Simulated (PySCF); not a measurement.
## IO₂⁺, singlet: structure and spectrum

Computed with PBE0 in PySCF with I def2-TZVP with ECP28, O def2-TZVP; scalar-relativistic core potentials, no spin–orbit coupling; density-fitted integrals.

The structure is a higher-order saddle point with 2 imaginary modes (one degenerate set).

```xyz
3
charge 1 multiplicity 1, angstrom
I     0.0000    0.0000    0.0000
O     0.0000    0.0000    1.8056
O     0.0000    0.0000   -1.8056
```

```json
{
  "Point group": "D∞h",
  "Bond lengths": "I–O 1.806 Å (×2)",
  "Bond angles": "O–I–O 180.0°",
  "Highest occupied level": "-15.70 eV",
  "Principal quadrupole moments (Buckingham, traceless) about the centre of mass": "-5.61, 2.81, 2.81 D Å",
  "Principal polarisabilities": "21.5, 21.5, 60.1 bohr³",
  "Lowest empty level": "-12.80 eV",
  "Dipole moment about the centre of mass": "0.00 D",
  "Zero-point energy (real modes)": "9.8 kJ/mol",
  "Rotational constants": "0.1616 cm⁻¹"
}
```

Harmonic modes (masses in u: I 126.904, O 15.995):
| symmetry | ω (cm⁻¹) | IR (km/mol, summed over degenerate members) | μ (u) | type |
| --- | --- | --- | --- | --- |
| πu | 456i | – | 19.41 | bend |
| σg+ | 817 | 0.0 | 15.99 | stretch |
| σu+ | 821 | 29.4 | 19.41 | stretch |

In D∞h the vibrations span πu + σg+ + σu+. The σg+ mode carries no infrared intensity, as symmetry demands. With a centre of inversion only u modes can be infrared active and only g modes Raman active.

Charges (e):
```csv
atom,Mulliken,Löwdin,polar tensor,Mayer order to I1
I1,1.34,1.46,1.24,–
"O2,3",-0.17,-0.23,-0.12,1.91
```
Other Mayer orders above 0.3: O–O 0.50.

Mulliken populations on I1 (electrons outside its core potential): s 4.02, p 8.99, d 10.59, f 0.06.

Other isomers or separated fragments may lie lower. At this level a singlet minimum of C2v symmetry lies 247 kJ/mol below this structure.

The final relaxation and frequency run took roughly 40 core-seconds on a shared host.
